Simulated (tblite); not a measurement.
Species: C₈H₁₄OSi.
Numbering: `[CH3:1][CH2:2][O:3][C:4]1=[CH:5][SiH2:6][C@H:7]2[CH2:8][C@@H:9]1[CH2:10]2` (hydrogens: H11, H12, H13 on C1; H14, H15 on C2; H16 on C5; H17, H18 on Si6; H19 on C7; H20, H21 on C8; H22 on C9; H23, H24 on C10)

The geometry is computed with GFN2-xTB (gas phase).

**Question.** Give the optimised bond lengths and angles.

**Answer.** 
```csv
bond,length (bohr),order
C1–C2,2.873,single
C2–O3,2.671,single
O3–C4,2.565,single
C4=C5,2.529,double
C5–Si6,3.526,single
Si6–C7,3.587,single
"C7–C8, C7–C10",2.901,single
"C8–C9, C9–C10",2.907,single
C4–C9,2.840,single
"C1–H11, C1–H12, C1–H13",2.053,single
"C2–H14, C2–H15",2.077,single
C5–H16,2.039,single
"Si6–H17, Si6–H18",2.775,single
C7–H19,2.058,single
"C8–H20, C10–H24",2.060,single
"C8–H21, C10–H23",2.058,single
C9–H22,2.061,single
```

Bonds in one row agree within 0.02 bohr and their mean is given. Orders are formal, as drawn. A selection of angles:
```csv
angle,degrees
C2–C1–H11,109.9
H11–C1–H12,109.2
C1–C2–O3,108.1
C1–C2–H14,110.4
O3–C2–H14,109.7
H14–C2–H15,108.4
C2–O3–C4,118.8
O3–C4–C5,127.3
O3–C4–C9,111.2
C5–C4–C9,121.6
C4–C5–Si6,118.1
C4–C5–H16,120.6
Si6–C5–H16,121.3
C5–Si6–C7,99.0
C5–Si6–H17,112.8
C7–Si6–H17,110.6
H17–Si6–H18,110.5
Si6–C7–C8,107.5
Si6–C7–H19,116.7
C8–C7–C10,87.7
C8–C7–H19,116.8
C7–C8–C9,87.3
C7–C8–H20,112.8
C7–C8–H21,117.7
C9–C8–H20,111.6
C9–C8–H21,116.6
H20–C8–H21,109.3
C8–C9–C10,87.5
C8–C9–H22,117.6
C4–C9–C8,111.7
C4–C9–H22,109.3
```

Torsions: C1–C2–O3–C4 180° (antiperiplanar); C2–O3–C4–C5 0° (synperiplanar); O3–C4–C5–Si6 180° (antiperiplanar); C4–C5–Si6–C7 0° (synperiplanar); C5–Si6–C7–C8 -47° (synclinal); Si6–C7–C8–C9 84° (synclinal); C7–C8–C9–C10 24° (synperiplanar); C8–C9–C10–C7 -24° (synperiplanar); O3–C4–C9–C8 -132° (anticlinal); Si6–C7–C10–C9 -84° (synclinal).

The C–Si distances run from 1.866 Å (C5–Si6, drawn single) to 1.898 Å (Si6–C7, drawn single), a spread of 0.032 Å. The 2 C–O bonds span 1.357 Å (O3–C4, drawn single) to 1.413 Å (C2–O3, drawn single), a spread of 0.056 Å. Si6 (SiH2 silicon) is distorted tetrahedral (angles from 99.0° to 112.8°). The 6-membered ring C4–C5–Si6–C7–C10–C9 has internal angles of 87.3° to 121.6° (sum 645°, against 720° for a flat polygon); it is puckered, 0.33 Å rms from its mean plane, widest ring torsion 89°. The 4-membered ring C7–C8–C9–C10 has internal angles of 87.3° to 87.7° (sum 350°, against 360° for a flat polygon); it is puckered, 0.16 Å rms from its mean plane, widest ring torsion 24°. The 6-membered ring C4–C5–Si6–C7–C8–C9 has internal angles of 87.3° to 121.6° (sum 645°, against 720° for a flat polygon); it is puckered, 0.33 Å rms from its mean plane, widest ring torsion 89°. Of the pairs four or more bonds apart, C2···H16 is among the closest relative to their van der Waals radii: 2.58 Å, 89 % of the sum of Bondi's values.

Point group: Cs (tolerance 0.08 Å). Its GFN2-xTB frequencies are all real (lowest 52 cm⁻¹). One conformer, not necessarily the lowest. 2 starts were optimised and ended at 0.00 and 0.02 kcal/mol (GFN2-xTB); the lowest of these is shown.
